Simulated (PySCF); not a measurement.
Al(H)(Vi)2, SMILES C=[CH][AlH][CH]=C (C4H7Al) (B3LYP/def2-SVP optimised geometry):

```
12

Al    -0.355    -0.251     0.000
H     -1.109    -1.650     0.000
C      1.596    -0.251     0.000
C      2.300    -1.400     0.000
H      2.186     0.678     0.000
H      3.398    -1.428     0.000
H      1.809    -2.382     0.000
C     -1.425     1.379     0.000
C     -2.772     1.337    -0.001
H     -0.973     2.382     0.001
H     -3.398     2.240    -0.001
H     -3.324     0.388    -0.002
```

Level of theory: B3LYP/def2-TZVP run with PySCF.

Q: What are the frontier orbital energies and the dipole moment?

A: HOMO-2 -7.84 eV, HOMO-1 -7.67 eV, HOMO -7.60 eV, LUMO -1.85 eV, LUMO+1 -0.21 eV; dipole moment 0.63 D.

On the same geometry PBE/def2-TZVP (PySCF) gives HOMO-2 -6.80 eV, HOMO-1 -6.79 eV, HOMO -6.56 eV, LUMO -2.49 eV, LUMO+1 -1.07 eV; dipole moment 0.66 D.

Meta-Löwdin charges at B3LYP/def2-TZVP: Al1 0.66, H2 -0.16, C3 -0.39, C4 -0.19, H5 0.11, H6 0.11, H7 0.11, C8 -0.39, C9 -0.19, H10 0.11, H11 0.11, H12 0.11.
